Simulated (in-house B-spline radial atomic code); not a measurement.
Ionisation energies with and without relativity, with size and susceptibility from the Dirac run. Dirac energy differences include first-order Breit, QED and recoil terms. NIST's values go from ground level to ground level; the uncertainty of those that are theory runs from under 0.1 % in few-electron ions to several per cent in heavy many-electron ones. Computed with a radial B-spline atomic code at the basis-set limit: non-relativistic Hartree-Fock and Dirac-Hartree-Fock, averages of the configuration (point nuclei without relativity, finite nuclei with it).

```tsv
ion	configuration	configuration after	ionisation non-relativistic (eV)	ionisation Dirac Breit and QED (eV)	tabulated value (eV)	radius at density 0.001 (bohr)	diamagnetic susceptibility (10⁻⁶ cm³/mol)
Sc4+	[Ne] 3s2 3p5	[Ne] 3s2 3p4	91.71	91.75	91.95	2.584	-8.2126
Ti4+	[Ne] 3s2 3p6	[Ne] 3s2 3p5	98.25	98.30	99.299	2.515	-8.2842
V4+	[Ar] 3d1	[Ne] 3s2 3p6	?	?	?	?	?
Cr4+	[Ar] 3d2	[Ar] 3d1	?	?	?	?	?
Mn4+	[Ar] 3d3	[Ar] 3d2	70.27	69.93	72.41	2.498	-8.6691
Fe4+	[Ar] 3d4	[Ar] 3d3	?	?	?	?	?
Co4+	[Ar] 3d5	[Ar] 3d4	75.83	75.43	79.5	2.448	-8.6586
Ni4+	[Ar] 3d6	[Ar] 3d5	78.54	78.10	76.06	2.419	-8.6128
Cu4+	[Ar] 3d7	[Ar] 3d6	81.21	80.72	79.8	2.389	-8.5494
Zn4+	[Ar] 3d8	[Ar] 3d7	83.84	83.31	82.6	2.359	-8.4729
```

Problem. Fill in the row of V4+.

Solution. ionisation non-relativistic (eV): 64.47; ionisation Dirac Breit and QED (eV): 64.20; tabulated value (eV): 65.28165; radius at density 0.001 (bohr): 2.523; diamagnetic susceptibility (10⁻⁶ cm³/mol): -8.4929.

Problem. Fill in the row of Cr4+.

Solution. ionisation non-relativistic (eV): 67.40; ionisation Dirac Breit and QED (eV): 67.10; tabulated value (eV): 69.46; radius at density 0.001 (bohr): 2.516; diamagnetic susceptibility (10⁻⁶ cm³/mol): -8.6125.

Problem. Fill in the row of Fe4+.

Solution. ionisation non-relativistic (eV): 73.07; ionisation Dirac Breit and QED (eV): 72.71; tabulated value (eV): 75; radius at density 0.001 (bohr): 2.475; diamagnetic susceptibility (10⁻⁶ cm³/mol): -8.6804.
